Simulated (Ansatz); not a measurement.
C2H5FSi2 can be A, `F[SiH]1C=C[SiH2]1`, or B, `F[SiH2]C1=C[SiH2]1`.

Program: Ansatz. Geometries: PBE0-D4/def2-TZVP. ΔE: electronic, gas phase. CCSD(T)/CBS is the MP2 limit (def2-TZVPP, def2-QZVPP) plus CCSD(T) − MP2 in def2-TZVPP, frozen cores. DFT in def2-TZVPP. B3LYP here is the variant with VWN-RPA as its local correlation; programs differ in this. Each species was taken in one conformer, which may not be the lowest.

Which isomer does CCSD(T)/CBS put lower? Give the gap. (An estimate is asked.)

Computed: A, by 76.2 kJ/mol.

Give E(B) − E(A) in kJ/mol with PBE0-D4, r2SCAN-D4, CCSD(T)/def2-TZVPP, B3LYP, HF/def2-TZVPP, CCSD/def2-TZVPP, PBE-D4. (An estimate is asked.)

Ansatz gave: PBE0-D4 85.7, r2SCAN-D4 74.6, CCSD(T)/def2-TZVPP 76.0, B3LYP 72.1, HF/def2-TZVPP 68.1, CCSD/def2-TZVPP 75.0, PBE-D4 85.3. None reverses the order clearly.

Largest T1 diagnostic: 0.013.
